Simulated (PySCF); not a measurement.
# LiCa: energy against distance

Set-up: basis Li def2-TZVP, Ca def2-TZVP; no relativity; PySCF 2.14. Energies in eV from Li + Ca in their ground configurations at the same level. State: ²Σ⁺ (doublet), unpaired electrons σ ↑.

All columns are PBE0. A positive dipole means Li(−)Ca(+).

```csv
R (Å),E (eV),μ (D),Mulliken charge on Li (basis-dependent),HOMO (eV),LUMO (eV),Mayer bond order,⟨S²⟩
2.950,-0.227,-0.84,0.06,-3.27,-1.53,0.82,0.77
3.087,-0.309,-0.80,0.04,-3.30,-1.57,0.80,0.77
3.224,-0.355,-0.75,0.03,-3.33,-1.60,0.77,0.77
3.327,-0.371,-0.69,0.02,-3.35,-1.63,0.74,0.78
3.430,-0.376,-0.64,0.02,-3.38,-1.66,0.71,0.78
3.533,-0.371,-0.59,0.01,-3.40,-1.68,0.68,0.78
3.670,-0.354,-0.52,0.01,-3.43,-1.70,0.63,0.78
3.842,-0.323,-0.44,0.01,-3.47,-1.73,0.57,0.78
4.047,-0.278,-0.37,0.01,-3.52,-1.75,0.49,0.78
4.322,-0.218,-0.31,0.01,-3.58,-1.75,0.38,0.77
```

A fit through these points gives, at Re = 3.423 Å, μ = -0.64 D and dμ/dR = 0.532 D/Å; the reduced mass is 5.968 u.

**Question.** How strong is the fundamental in the double-harmonic approximation, I = 42.26·(dμ/dR)²/μred km/mol?

**Answer.** I = 42.26·(0.532)²/5.968 = 2.00 km/mol at PBE0.

The bond is weak. Basis-set superposition, not corrected here, can be much of De in a small basis, most of all at correlated wavefunction levels. Functionals without a dispersion term scatter widely for such bonds, and LDA overbinds them. The state was picked by a PBE0 search and need not be the measured ground state.
